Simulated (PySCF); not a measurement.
C9H6N2.
SMILES: `N#CC1=C2C=CC=CN2C=C1`

Computed with PySCF, TDDFT CAM-B3LYP/def2-SVPD, vertical, gas phase, core orbitals frozen in the response. Isolated species at its PBE0-D3(BJ)/def2-SVP geometry, gas phase.

| state | E (eV) | λ (nm) | ν̃ (cm⁻¹) | f | symmetry | main configurations (H = HOMO, L = LUMO) |
| --- | --- | --- | --- | --- | --- | --- |
| S1 | 4.01 | 309.3 | 32330 | 0.102 | A′ | H→L (93%) |
| S2 | 4.76 | 260.4 | 38400 | 0.097 | A′ | H→L+1 (64%), H-1→L (29%) |
| S3 | 5.65 | 219.6 | 45540 | 0.293 | A′ | H-1→L (40%), H→L+3 (30%), H→L+1 (22%) |
| S4 | 5.71 | 217.1 | 46070 | 0.0004 | – | H→L+2 (89%) |
| S5 | 6.02 | 205.8 | 48590 | 0.0002 | – | H→L+6 (33%), H→L+5 (30%), H→L+8 (15%) |
| S6 | 6.07 | 204.2 | 48980 | 0.374 | A′ | H→L+3 (50%), H-1→L (23%), H-1→L+1 (14%) |

The lowest singlet lies at 4.01 eV (309 nm, ultraviolet) and is of moderate strength; its leading configuration is HOMO→LUMO (93%). The strongest level in the table is S6 at 6.07 eV (204 nm, f = 0.374). It is the last of those listed, so stronger ones may follow. Löwdin shares by element: HOMO carbon 52% or more (atoms not listed hold the other 48%); LUMO carbon 52% or more, nitrogen 11% or more (atoms not listed hold the other 37%). Of the 6 states listed, 4 reach f = 0.01 and 2 stay under 0.0005. Orbital energies (eV): HOMO-3 -10.70, HOMO-2 -10.22, HOMO-1 -8.74, HOMO -7.28, LUMO -0.52, LUMO+1 0.40, LUMO+2 1.02. Weighted by f, the mean energy of these states is 5.54 eV. Symmetry labels in Cs follow from the direction of the transition dipole and are given only for states with f of 0.002 or more. Only the lowest 6 singlets were computed, as vertical energies without vibronic structure.
